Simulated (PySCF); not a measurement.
## Basis and Hamiltonian dependence of the excitation energy of Ge

Ge [Ar] 3d10 4s2 4p2 (3P) → Ge [Ar] 3d10 4s2 4p1 5s1, s spin flipped. All values are computed (PySCF 2.14, energy differences of UHF-based or UKS calculations, no spin-orbit coupling). Values in eV.

```json
{"basis": "aug-cc-pwCVDZ-PP with ECP10MDF", "Hamiltonian": "ECP", "functions": "48", "UHF": "4.746", "LDA": "4.738", "PBE0": "4.770", "MP2 (valence)": "4.814"}
{"basis": "aug-cc-pVTZ-PP with ECP10MDF", "Hamiltonian": "ECP", "functions": "55", "UHF": "4.594", "LDA": "4.650", "PBE0": "4.679", "MP2 (valence)": "4.755"}
{"basis": "aug-cc-pVTZ-DK", "Hamiltonian": "spin-free X2C", "functions": "59", "UHF": "4.612", "LDA": "4.705", "PBE0": "4.714", "MP2 (valence)": "4.766"}
{"basis": "def2-QZVPPD", "Hamiltonian": "non-relativistic", "functions": "95", "UHF": "4.732", "LDA": "4.809", "PBE0": "4.821", "MP2 (valence)": "4.902"}
```

Frozen in the all-electron rows: valence: [Ar] 3d10; with a core potential, the same shells as far as they lie outside it.

In the upper determinant the s electron has its spin opposite to the other open shell, which mixes two multiplicities. Non-relativistic rows lack the scalar-relativistic shift.
